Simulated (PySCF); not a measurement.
CH5FOSi.
SMILES with atom numbers: `[OH:1][SiH2:2][CH2:3][F:4]` (hydrogens: H5 on O1; H6, H7 on Si2; H8, H9 on C3)

Method: PySCF 2.14.0, PBE0-D3(BJ)/def2-SVP geometry optimisation, gas phase.

(1) Give the optimised bond lengths and angles.

Results:

(1) 
```
          bond  length (Å)   order
        O1–Si2       1.664  single
        Si2–C3       1.895  single
         C3–F4       1.387  single
         O1–H5       0.961  single
Si2–H6, Si2–H7       1.492  single
  C3–H8, C3–H9       1.105  single
```

Bonds in one row agree within 0.01 Å and their mean is given. Orders are formal, as drawn. A selection of angles:
```
    angle  degrees
Si2–O1–H5    116.5
O1–Si2–C3    111.2
O1–Si2–H6    111.7
O1–Si2–H7    106.5
C3–Si2–H6    107.4
C3–Si2–H7    109.3
H6–Si2–H7    110.7
Si2–C3–F4    108.7
Si2–C3–H8    111.5
 F4–C3–H8    108.9
 H8–C3–H9    107.2
```

Dihedral angles: O1–Si2–C3–F4 63° (synclinal); H5–O1–Si2–C3 -63° (synclinal). The mirror-image conformer, all signs reversed, is as good.

Si2 (oxygen-bound silicon) is tetrahedral (angles from 106.5° to 111.7°).

Point group: C1 (no symmetry element, even within 0.4 Å). Not checked by PBE0-D3(BJ)/def2-SVP frequencies. The numbers are those of one conformer (H–O1–Si2–C3 -63°, O1–Si2–C3–F4 63°).

Hardware: one thread, Arm Neoverse V1 (aarch64), shared host. Cost: 29 s wall, 0.35 GiB resident at most. This is the geometry optimisation.
